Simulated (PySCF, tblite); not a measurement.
Isomers of C8H6FN3. Computed values, GFN2-xTB/tblite, gas phase, harmonic and unscaled. This tight-binding method is rough: wavenumbers can miss measured ones by several per cent, in bad cases by 10 to 20. One conformer each.

Electronic energies: PBE0/pcSseg-1 single points on the GFN2-xTB geometries (PySCF, gas phase).

```
             SMILES  electronic energy, lowest = 0 (kJ/mol)
Fc1cccc(-n2nccn2)c1                                    36.8
Fc1ccc(-n2nccn2)cc1                                    37.3
  Fc1ccccc1-n1nccn1                                    63.5
  Fc1ncnn1-c1ccccc1                                     0.0
  Fc1ccccc1-n1ccnn1                                    76.7
```

Task: How do GFN2-xTB zero-point energies change the relative energies?

Result: 
```tsv
SMILES	ZPE (kJ/mol)	of it from modes above 1550 cm⁻¹	electronic (kJ/mol)	with ZPE, lowest = 0 (kJ/mol)	lowest mode (cm⁻¹)	rings
Fc1ncnn1-c1ccccc1	337.2	140.5	0.0	0.0	23	2
Fc1cccc(-n2nccn2)c1	335.7	131.9	36.8	35.3	54	2
Fc1ccc(-n2nccn2)cc1	335.7	131.9	37.3	35.8	59	2
Fc1ccccc1-n1nccn1	335.8	131.6	63.5	62.0	27	2
Fc1ccccc1-n1ccnn1	334.9	131.8	76.7	74.4	14i	2
```

The zero-point energies span 2.3 kJ/mol, from `Fc1ccccc1-n1ccnn1` to `Fc1ncnn1-c1ccccc1`. Slightly imaginary modes are left out of the zero-point energy: `Fc1ccccc1-n1ccnn1` 14.0i cm⁻¹. The order is unchanged.

Task: And how do the electronic energies of GFN2-xTB itself compare?

Result: `Fc1ncnn1-c1ccccc1` 0.0; `Fc1cccc(-n2nccn2)c1` 42.2; `Fc1ccc(-n2nccn2)cc1` 41.7; `Fc1ccccc1-n1nccn1` 60.5; `Fc1ccccc1-n1ccnn1` 75.5 kJ/mol, lowest = 0. Against the energies above, taken from the same isomer `Fc1ncnn1-c1ccccc1`, the largest difference is 5.4 kJ/mol.

Task: What do entropy and thermal enthalpy add at 298.15 K and 1 bar (rigid rotor, harmonic oscillator, one conformer each)?

Result: 
| SMILES | point group | symmetry number | S (J/(mol K)) | H − H(0) (kJ/mol) | ZPE + H − H(0) − TS (kJ/mol) |
| --- | --- | --- | --- | --- | --- |
| Fc1cccc(-n2nccn2)c1 | Cs | 1 | 397.2 | 26.23 | 243.5 |
| Fc1ccc(-n2nccn2)cc1 | C2v | 2 | 391.6 | 26.25 | 245.2 |
| Fc1ccccc1-n1nccn1 | Cs | 1 | 402.3 | 26.40 | 242.2 |

Not tabulated: `Fc1ncnn1-c1ccccc1` (lowest mode only 23 cm⁻¹); `Fc1ccccc1-n1ccnn1` (lowest mode only 14i cm⁻¹).
